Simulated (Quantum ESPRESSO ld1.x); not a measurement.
The numbers below are computed, except where a source is named.
Species: Tl2+. Configuration: [Xe] 4f14 5d9 6s1 6p1 (not the ground configuration).

Code: ld1.x of Quantum ESPRESSO 7.5. Model: scalar-relativistic Kohn-Sham, PBE, spin-unpolarised, spherical densities, point nucleus.

Energy parts (hartree):
| part | energy |
|---|---|
| total | -20244.313 |
| kinetic | 22810.529 |
| electron-nucleus | -50428.397 |
| Hartree | 7751.047 |
| exchange-correlation | -377.492 |

Orbitals (lengths in bohr, moments of r in powers of bohr; r(max) is where P^2 peaks):
1s: occ. 2; eigenvalue (hartree) -3148.05; <1/r> 99.54; r(max) 0.010
2s: occ. 2; eigenvalue (hartree) -561.227; <1/r> 23.36; r(max) 0.058
2p: occ. 6; eigenvalue (hartree) -482.726; <1/r> 20.59; r(max) 0.049
3s: occ. 2; eigenvalue (hartree) -134.634; <1/r> 8.656; r(max) 0.164
3p: occ. 6; eigenvalue (hartree) -112.047; <1/r> 7.850; r(max) 0.164
3d: occ. 10; eigenvalue (hartree) -88.6751; <1/r> 7.374; r(max) 0.134
4s: occ. 2; eigenvalue (hartree) -30.7362; <1/r> 3.721; r(max) 0.370
4p: occ. 6; eigenvalue (hartree) -23.3337; <1/r> 3.349; r(max) 0.388
4d: occ. 10; eigenvalue (hartree) -14.6654; <1/r> 3.008; r(max) 0.394
4f: occ. 14; eigenvalue (hartree) -5.07313; <1/r> 2.606; r(max) 0.358
5s: occ. 2; eigenvalue (hartree) -5.68590; <1/r> 1.554; r(max) 0.810
5p: occ. 6; eigenvalue (hartree) -3.65819; <1/r> 1.329; r(max) 0.906
5d: occ. 9; eigenvalue (hartree) -1.38850; <1/r> 0.9848; r(max) 1.11
6s: occ. 1; eigenvalue (hartree) -1.02512; <1/r> 0.5799; r(max) 1.95
6p: occ. 1; eigenvalue (hartree) -0.65395; <1/r> 0.4509; r(max) 2.44

The highest occupied level is 6p at -17.795 eV. Summed over all electrons, <r^2> = 49.14 bohr^2, which gives a Langevin (diamagnetic) susceptibility term of -38.9 x 10^-6 cm^3/mol.
